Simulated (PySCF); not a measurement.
**O²⁺: excitation energy**

O²⁺ [He] 2s2 2p2 (3P) → O²⁺ [He] 2s2 2p1 3d1 (high-spin determinant), as a difference of total energies. All numbers are calculated (PySCF 2.14, no relativity, point nucleus, in dyall-av2z). Correlated levels: valence: 1s2 frozen; virtual orbitals above 40 to 60 times the deepest correlated orbital energy dropped. The calculations carry no spin-orbit coupling.

| method | excitation energy (eV) |
| --- | --- |
| UHF | 44.325 |
| LDA | 43.203 |
| PBE | 42.804 |
| PBE0 | 43.269 |
| r2SCAN | 43.677 |
| TPSS | 42.954 |
| B3LYP | 43.181 |
| TPSSh | 43.135 |
| PBEsol | 42.837 |
| MP2 (valence) | 42.232 |
| SCS-MP2 (valence) | 41.716 |

Problem. How much does correlation contribute at MP2 (valence)?

Solution. 42.232 − (44.325) = -2.093 eV, measured against UHF.

A first-order spin-orbit estimate (lowest level to lowest level, LS coupling) adds 0.006 eV.

The promoted electron is Rydberg-like, and one or two diffuse shells describe it only roughly, which tends to raise the upper state.

The determinant of the upper state mixes LS terms, which raises its energy above the lowest term, most at the Hartree-Fock and MP2 levels.
